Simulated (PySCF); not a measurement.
Compound: C₄H₅FO₂.
SMILES with atom numbers: `[CH3:1][O:2][C:3](=[O:4])/[CH:5]=[CH:6]\[F:7]` (hydrogens: H8, H9, H10 on C1; H11 on C5; H12 on C6)

Vertical excitations from PySCF (density fitting, frozen core in the response, grid level 2 and gas phase unless stated; continuum runs use non-equilibrium linear response for the excitations) on a GFN2-xTB geometry. Reference run:

| settings | S1, eV (f) | S2, eV (f) | S3, eV (f) | S4, eV (f) | S5, eV (f) | S6, eV (f) | T1, eV (Tamm–Dancoff) | mean α (au) |
| --- | --- | --- | --- | --- | --- | --- | --- | --- |
| PBE0/def2-SVPD, full TDDFT, 6 singlets | 5.03 (0.000) | 6.41 (0.287) | 6.68 (0.155) | 7.20 (0.001) | 7.62 (0.025) | 7.92 (0.031) | 3.95 | 58.0 |

**Question.** What do these settings give: (1) PBE0/Sadlej pVTZ, level shift 0.3 Eh, TDA, 6 singlets; (2) CAM-B3LYP/def2-TZVP, TDA, 1 singlet; (3) KT3/ANO-RCC-VDZP, TDA, 6 singlets?

**Answer.** 
```tsv
settings	S1, eV (f)	S2, eV (f)	S3, eV (f)	S4, eV (f)	S5, eV (f)	S6, eV (f)	T1, eV (Tamm–Dancoff)	mean α (au)
PBE0/Sadlej pVTZ, level shift 0.3 Eh, TDA, 6 singlets	5.02 (0.000)	6.59 (0.181)	6.88 (0.344)	7.05 (0.030)	7.22 (0.000)	7.31 (0.072)	3.94	59.2
CAM-B3LYP/def2-TZVP, TDA, 1 singlet	5.30 (0.000)	–	–	–	–	–	–	55.0
KT3/ANO-RCC-VDZP, TDA, 6 singlets	4.54 (0.000)	5.88 (0.050)	6.27 (0.038)	6.49 (0.001)	6.58 (0.041)	6.68 (0.013)	3.96	53.5
```

(1) S1 moves by -0.01 eV; basis and response scheme change together, so the shift can't be laid on one. (2) S1 moves by +0.27 eV; functional, basis and response scheme change together, so the shift can't be laid on one. (3) S1 moves by -0.49 eV; functional, basis and response scheme change together, so the shift can't be laid on one. States are counted by energy in each run and needn't keep their character from row to row.

KT3 was designed for NMR shieldings or shifts; total energies of different functionals aren't comparable. ANO-RCC sets were contracted for a scalar-relativistic Hamiltonian, but ran non-relativistically here.

**Question.** Give the leading configurations of S1 (H = HOMO, L = LUMO) and the HOMO–LUMO gap of each run.

**Answer.** 
```tsv
settings	S1 configurations (weight)	S1 (eV)	orbital gap (eV)	S1 − gap (eV)
PBE0/def2-SVPD, full TDDFT, 6 singlets	H−1→L 0.95	5.03	6.88	-1.85
PBE0/Sadlej pVTZ, level shift 0.3 Eh, TDA, 6 singlets	H−1→L 0.56, H→L 0.41	5.02	6.85	-1.83
CAM-B3LYP/def2-TZVP, TDA, 1 singlet	H−1→L 0.92	5.30	9.39	-4.09
KT3/ANO-RCC-VDZP, TDA, 6 singlets	H→L 1.00	4.54	4.44	+0.10
```

Where S1 or the frontier orbitals are degenerate, the weights hang on an arbitrary mixing within the set.

Conformer computed: `[CH3:1][O:2][C:3](=[O:4])/[CH:5]=[CH:6]\[F:7]`: C1–O2–C3–O4 0°, O2–C3–C5–C6 0°.

One conformer stands for the species.
